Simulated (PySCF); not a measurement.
## Electron correlation in Ar (argon, neutral)

[Ar], closed-shell 1S. All numbers are calculated (PySCF 2.14, no relativity, point nucleus, in cc-pV(T+d)Z (5s4p3d1f, 39 functions)). Frozen: [Ne]; 8 electrons correlated.

MP2 pair energies summed by pair of shells (mhartree):

| pair | energy | share (%) |
| --- | --- | --- |
| 3p-3p | -151.91 | 73.4 |
| 3s-3p | -46.21 | 22.3 |
| 3s-3s | -8.93 | 4.3 |

Total MP2 correlation energy: -207.04 mhartree.

Same-spin part -52.20 and opposite-spin part -154.85 mhartree; SCS-MP2 scales them by 1/3 and 6/5 to -203.21 mhartree.

```json
{"level": "CCSD", "correlation energy (mhartree)": "-225.48"}
{"level": "(T)", "correlation energy (mhartree)": "-6.84"}
{"level": "CCSD(T)", "correlation energy (mhartree)": "-232.32"}
```

Diagnostics: T1 = 0.0022, D1 = 0.0033, largest double amplitude 0.051.

Q: Is a single reference adequate?

A: Yes: T1 lies below 0.03 and no double amplitude reaches 0.07.
